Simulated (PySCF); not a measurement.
A PySCF script (with the pyscf-properties extension) for the NMR shieldings of SMILES O(B(OCC=C)P)C, C4H10BO2P, on a GFN2-xTB geometry:

```python
import basis_set_exchange as bse
import numpy as np
from pyscf import gto, dft
from pyscf.prop import nmr

atoms = """
C    -2.991172    0.409132    0.040087
C    -2.046583   -0.378358   -0.436850
C    -1.045392   -1.096965    0.418006
O     0.276007   -0.832606   -0.014429
B     1.027128    0.166244    0.492698
P     0.496900    1.332214    1.944272
O     2.277692    0.378070    0.045442
C     2.880901   -0.410705   -0.962349
H    -3.696885    0.906523   -0.603378
H    -3.103705    0.577217    1.098910
H    -1.930356   -0.537399   -1.500577
H    -1.164377   -0.799674    1.469468
H    -1.187016   -2.181363    0.329805
H    -0.430134    2.054149    1.214247
H     1.502987    2.247069    1.724345
H     2.201442   -0.542130   -1.806299
H     3.784150    0.107975   -1.283101
H     3.139654   -1.393075   -0.561901
"""
names = dict.fromkeys(["C", "O", "B", "P", "H"], "pcSseg-1")
basis = {el: gto.basis.parse(bse.get_basis(n, elements=[el], fmt="nwchem")) for el, n in names.items()}
mol = gto.M(atom=atoms, basis=basis, charge=0, verbose=0)
mf = dft.RKS(mol, xc="PBE0")
mf.grids.level = 2
mf.grids.alignment = dft.numint.BLKSIZE   # the property module wants whole blocks of grid points
mf.conv_tol = 1e-9
mf.kernel()

calc = nmr.RKS(mf)   # GIAO
C = mf.mo_coeff
Co = C[:, mf.mo_occ > 0]
resp = mf.gen_response(singlet=True, hermi=2)
def vind(x):   # induced exchange potential for any number of trial vectors
    d = np.einsum("pi,xij,qj->xpq", C, 2 * x.reshape(-1, C.shape[1], Co.shape[1]), Co, optimize=True)
    return np.einsum("xpq,pi,qj->xij", resp(d - d.transpose(0, 2, 1)), C, Co, optimize=True).ravel()
mo1, _ = nmr.rhf.solve_mo1(calc, with_cphf=vind)
sigma = calc.kernel(mo1)
for i, s in enumerate(sigma):   # ppm
    w = np.linalg.eigvalsh((s + s.T) / 2)
    print("%2d %-2s iso %8.1f  s11 %8.1f  s22 %8.1f  s33 %8.1f" % (i, mol.atom_pure_symbol(i), w.mean(), *w))
```

Task: What are the results?

Result: 
```
 0 C  iso     62.0  s11    -50.1  s22     72.9  s33    163.1
 1 C  iso     41.6  s11    -78.2  s22     48.6  s33    154.5
 2 C  iso    112.5  s11     89.4  s22    102.1  s33    146.0
 3 O  iso    173.9  s11      3.8  s22    202.2  s33    315.7
 4 B  iso     68.1  s11     54.2  s22     66.9  s33     83.3
 5 P  iso    591.7  s11    513.9  s22    616.1  s33    645.1
 6 O  iso    215.0  s11     99.7  s22    229.9  s33    315.2
 7 C  iso    133.5  s11    105.9  s22    111.9  s33    182.5
 8 H  iso     26.3  s11     23.4  s22     25.7  s33     29.7
 9 H  iso     26.3  s11     22.4  s22     26.4  s33     29.9
10 H  iso     25.4  s11     22.7  s22     25.6  s33     28.0
11 H  iso     27.3  s11     24.4  s22     27.2  s33     30.4
12 H  iso     26.8  s11     22.7  s22     26.3  s33     31.5
13 H  iso     30.4  s11     25.0  s22     29.2  s33     37.0
14 H  iso     30.5  s11     24.9  s22     28.1  s33     38.5
15 H  iso     27.6  s11     23.3  s22     26.5  s33     33.2
16 H  iso     27.9  s11     23.6  s22     26.1  s33     34.1
17 H  iso     28.0  s11     24.0  s22     25.6  s33     34.2
```

These numbers come from an equivalent density-fitted implementation of the same equations, which agrees with the script to about 0.01 ppm for H and up to a few tenths of a ppm for heavy atoms, so last digits may differ.

Size and cost of the density-fitted run: 193 basis functions, 52 s wall time on 1 thread of an Arm Neoverse N1, shared host; peak memory 0.85 GiB.
